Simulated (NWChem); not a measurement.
System: CF cation, singlet

Here is an NWChem input.

```
start job
memory heap 200 mb stack 900 mb global 1100 mb
charge 1
geometry units angstroms noautosym nocenter noautoz
  C      0.000000     0.000000    -0.697741
  F      0.000000     0.000000     0.471000
end
basis spherical
  * library 6-31g*
end
dft
  xc m06-2x
  iterations 150
end
cosmo
  do_cosmo_smd true
  solvent toluene
end
task dft energy
```

Output (shortened):

```
             Northwest Computational Chemistry Package (NWChem) 7.3.0
             --------------------------------------------------------

                             Geometry "geometry" -> ""
                             -------------------------

 Output coordinates in angstroms (scale by  1.889725989 to convert to a.u.)

  No.       Tag          Charge          X              Y              Z
 ---- ---------------- ---------- -------------- -------------- --------------
    1 C                    6.0000     0.00000000     0.00000000    -0.69774100
    2 F                    9.0000     0.00000000     0.00000000     0.47100000

 Effective nuclear repulsion energy (a.u.)      24.4498750758

                                 NWChem DFT Module
                                 -----------------

 Summary of "ao basis" -> "ao basis" (spherical)
 ------------------------------------------------------------------------------
       Tag                 Description            Shells   Functions and Types
 ---------------- ------------------------------  ------  ---------------------
 C                           6-31g*                  6       14   3s2p1d
 F                           6-31g*                  6       14   3s2p1d

 in cosmo_initialize ...
 calling solv_data for solv:toluene

 solvent parameters
 solvname_short: toluene
 solvname_long:  toluene
 dielec:        2.3741
 dielecinf:     2.2383
 nonaqueous SMD model solvent descriptors
 dielec:        2.3741
 sola:          0.0000
 solb:          0.1400
 solc:          0.8570
 solg:         40.2000
 solh:          0.0000
 soln:          1.4961

          ---------------
          -cosmo- solvent
          ---------------
 Cosmo: York-Karplus, doi: 10.1021/jp992097l
 dielectric constant -eps-     =   2.37
 screen = (eps-1)/(eps    )    =   0.57879
 surface charge correction     = lagrangian

   van der Waals surface
 --------------------------

 ---------- ATOMIC COORDINATES (A.U.) ------------ VDWR(ANG.) --
     1    0.00000000    0.00000000   -1.31853930     1.850
     2    0.00000000    0.00000000    0.89006094     1.730
 number of segments per atom =        128
 number of   points per atom =        128
 atom (   nspa,  nppa )
 ----------------------
    1 (     92,     0 )       0
    2 (     92,     0 )       0
 number of -cosmo- surface points =      184
 molecular surface =     54.889 angstrom**2
 molecular volume  =     35.723 angstrom**3
 -lineq- algorithm             =   0
 -bem- low  level              =   3
 -bem- from -octahedral-
 gaussian surface charge width =   4.50000
 degree of switching           =   1.00000
 switching function tolerance  =   0.00010
 atomic radii =
 --------------
    1  6.000  1.850
    2  9.000  1.730
 ...... end of -cosmo- initialization ......

 nat:                     2
 ixmem:                   309
 calling mnsol_interface()
 G(SMD-CDS) energy (kcal/mol)  =     4.426
 SMD-CDS SASA (angstrom**2)    =    64.822

            General Information
            -------------------
          SCF calculation type: DFT
          Wavefunction type:  closed shell.
          No. of atoms     :     2
          No. of electrons :    14
           Alpha electrons :     7
            Beta electrons :     7
          Charge           :     1
          Spin multiplicity:     1
          Use of symmetry is: off; symmetry adaption is: off
          Maximum number of iterations: 150
          AO basis - number of functions:    28
                     number of shells:    12
          Convergence on energy requested:  1.00D-06
          Convergence on density requested:  1.00D-05
          Convergence on gradient requested:  5.00D-04

              XC Information
              --------------
                       M06-2X Method XC Functional
                     Hartree-Fock (Exact) Exchange  0.540
                        M06-2X Exchange Functional  1.000
                      M06-2X Correlation Potential  1.000

[...]

                                COSMO-SMD solvation results
                                ---------------------------

             internal energy in gas <Psi(g)|H|Psi(g)> =      -137.390794751342
         internal energy in solvent <Psi(s)|H|Psi(s)> =      -137.390717910759
                               delta internal energy  =         0.000076840583 (    0.05 kcal/mol)
   total free energy in solvent <Psi(s)|H+V/2|Psi(s)> =      -137.468555625268
 polarization energy contribution <Psi(s)|V/2|Psi(s)> =        -0.077837714509 (  -48.84 kcal/mol)
    total free energy in solvent including G(SMD-CDS) =      -137.461502214271
                       G(SMD-CDS) energy contribution =         0.007053410997 (    4.43 kcal/mol)
     1 M fixed-concentration free energy of solvation =        -0.070707462929 (  -44.37 kcal/mol)

                       DFT Final Molecular Orbital Analysis
                       ------------------------------------

 Vector    5  Occ=2.000000D+00  E=-9.206927D-01
              MO Center=  2.3D-12, -2.8D-12,  3.1D-01, r^2= 5.4D-01
   Bfn.  Coefficient  Atom+Function         Bfn.  Coefficient  Atom+Function
  ----- ------------  ---------------      ----- ------------  ---------------
    18      0.465899  2 F  py                17      0.436190  2 F  px
    22      0.279870  2 F  py                21      0.262023  2 F  px
     4      0.169046  1 C  py                 3      0.158266  1 C  px
     8      0.039916  1 C  py                 7      0.037371  1 C  px
    11      0.031091  1 C  d -1              25     -0.029405  2 F  d -1

 Vector    6  Occ=2.000000D+00  E=-9.206927D-01
              MO Center= -6.4D-10,  5.8D-10,  3.1D-01, r^2= 5.4D-01
   Bfn.  Coefficient  Atom+Function         Bfn.  Coefficient  Atom+Function
  ----- ------------  ---------------      ----- ------------  ---------------
    17      0.465899  2 F  px                18     -0.436190  2 F  py
    21      0.279870  2 F  px                22     -0.262023  2 F  py
     3      0.169046  1 C  px                 4     -0.158266  1 C  py
     7      0.039916  1 C  px                 8     -0.037371  1 C  py
    13     -0.031091  1 C  d  1              27      0.029405  2 F  d  1

 Vector    7  Occ=2.000000D+00  E=-7.175289D-01
              MO Center=  2.5D-10, -3.7D-10, -9.2D-01, r^2= 8.1D-01
   Bfn.  Coefficient  Atom+Function         Bfn.  Coefficient  Atom+Function
  ----- ------------  ---------------      ----- ------------  ---------------
     6      0.522067  1 C  s                  2      0.413337  1 C  s
     5     -0.409382  1 C  pz                19      0.252043  2 F  pz
     1     -0.173600  1 C  s                 23      0.117532  2 F  pz
     9     -0.085519  1 C  pz                16     -0.056386  2 F  s
    12     -0.049140  1 C  d  0              20     -0.045485  2 F  s

 Vector    8  Occ=0.000000D+00  E=-2.605663D-01
              MO Center=  1.1D-11, -2.2D-10, -5.7D-01, r^2= 1.0D+00
   Bfn.  Coefficient  Atom+Function         Bfn.  Coefficient  Atom+Function
  ----- ------------  ---------------      ----- ------------  ---------------
     3      0.538717  1 C  px                 4      0.424094  1 C  py
     7      0.350384  1 C  px                 8      0.275832  1 C  py
    17     -0.253626  2 F  px                21     -0.218658  2 F  px
    18     -0.199662  2 F  py                22     -0.172134  2 F  py

 Vector    9  Occ=0.000000D+00  E=-2.605663D-01
              MO Center= -1.8D-10, -7.4D-11, -5.7D-01, r^2= 1.0D+00
   Bfn.  Coefficient  Atom+Function         Bfn.  Coefficient  Atom+Function
  ----- ------------  ---------------      ----- ------------  ---------------
     4      0.538717  1 C  py                 3     -0.424094  1 C  px
     8      0.350384  1 C  py                 7     -0.275832  1 C  px
    18     -0.253626  2 F  py                22     -0.218658  2 F  py
    17      0.199662  2 F  px                21      0.172134  2 F  px

 Vector   10  Occ=0.000000D+00  E= 8.508135D-02
              MO Center= -4.3D-09,  3.8D-09, -5.1D-01, r^2= 2.0D+00
   Bfn.  Coefficient  Atom+Function         Bfn.  Coefficient  Atom+Function
  ----- ------------  ---------------      ----- ------------  ---------------
     9      1.240192  1 C  pz                20     -1.177260  2 F  s
     6      1.069493  1 C  s                 23      0.496654  2 F  pz
     5      0.411251  1 C  pz                19      0.255629  2 F  pz
    16     -0.201855  2 F  s                 15      0.094099  2 F  s
     1     -0.053780  1 C  s                 12     -0.039297  1 C  d  0

     Multipole analysis of the density
     ---------------------------------

     L   x y z        total         alpha         beta         nuclear
     -   - - -        -----         -----         ----         -------
     0   0 0 0      1.000000     -7.000000     -7.000000     15.000000

     1   1 0 0      0.000000      0.000000      0.000000      0.000000
     1   0 1 0     -0.000000     -0.000000     -0.000000      0.000000
     1   0 0 1     -0.441445     -0.270379     -0.270379      0.099313

     2   2 0 0     -5.723556     -2.861778     -2.861778      0.000000
     2   1 1 0     -0.000000     -0.000000     -0.000000      0.000000
     2   1 0 1      0.000000      0.000000      0.000000      0.000000
     2   0 2 0     -5.723556     -2.861778     -2.861778      0.000000
     2   0 1 1     -0.000000     -0.000000     -0.000000      0.000000
     2   0 0 2     -5.500589    -11.530870    -11.530870     17.561152
```

Level: M06-2X/6-31G* (spherical d), SMD on the gas-phase geometry. Low-valent species are run as closed-shell singlets; no triplet was tried in these runs. Structure relaxed at the B3LYP/6-31G* (spherical d) level. Solvent: toluene.
